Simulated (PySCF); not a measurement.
C5H15Si2, doublet, at a GFN2-xTB geometry. Base run: DF-R2SCAN/def2-SV(P) in PySCF.

Here is a job for PySCF.
```python
from pyscf import gto, scf, dft

mol = gto.M(
    atom='''
C     2.174466   -1.128781    1.194359
Si    1.297621    0.346148    0.339385
C     2.324098    0.701249   -1.240331
Si   -0.964328    0.026730   -0.039359
C    -1.490357   -1.422906   -1.190331
C    -1.827972   -0.264014    1.640943
C    -1.685004    1.623798   -0.803448
H     1.654943   -1.420996    2.101927
H     2.201089   -1.995419    0.536392
H     3.199931   -0.892932    1.464084
H     2.347623   -0.172341   -1.889169
H     1.897191    1.521687   -1.809205
H     3.352615    0.962400   -1.008180
H    -1.141848   -2.374961   -0.798667
H    -2.569746   -1.491628   -1.304573
H    -1.063547   -1.303784   -2.182746
H    -1.624963    0.547716    2.332082
H    -1.485931   -1.183039    2.106508
H    -2.905732   -0.336911    1.528759
H    -1.253156    1.823984   -1.779008
H    -2.761243    1.554708   -0.931344
H    -1.484698    2.485147   -0.174374
''',
    basis='def2-sv(p)',
    charge=0,
    spin=1,
    verbose=4,
)

mf = dft.UKS(mol)
mf.xc = 'r2scan'
mf = mf.density_fit(auxbasis='def2-universal-jkfit')
mf.kernel()
```

The base run was repeated with changes; each row names its change, and settings that it needs were set with it.

| change | basis functions | E (Eh) | HOMO (eV) | dipole (D) | core-seconds (rough) |
|---|---|---|---|---|---|
| base | 136 | -777.99705 | -4.63 | 0.53 | 70 |
| basis = STO-3G | 58 | -769.36430 | -1.81 | 0.40 | 30 |
| basis = LANL2DZ | 91 | -207.18296 | -4.63 | 0.52 | 40 |
| basis = 3-21G | 101 | -774.20853 | -4.51 | 0.56 | 60 |
| basis = pcseg-0 | 101 | -777.14714 | -4.86 | 0.46 | 50 |
| basis = 6-31G* | 136 | -778.32361 | -4.49 | 0.61 | 70 |
| basis = 6-31+G* | 164 | -778.33145 | -4.65 | 0.56 | 100 |
| basis = pc-1 | 181 | -778.32751 | -4.71 | 0.47 | 100 |
| basis = cc-pVDZ | 181 | -778.37017 | -4.57 | 0.55 | 100 |
| basis = def2-SVP | 181 | -778.04398 | -4.63 | 0.53 | 100 |
| basis = pcseg-1 | 181 | -778.30236 | -4.69 | 0.58 | 100 |
| basis = cc-pV(D+d)Z | 191 | -778.38159 | -4.57 | 0.54 | 90 |

Totals compare only among sets that treat the same electrons; sets with core potentials leave the core out.

Open shells are given as the SCF converged; they aren't shown to be the lowest states, and a large step between rows can be another state.
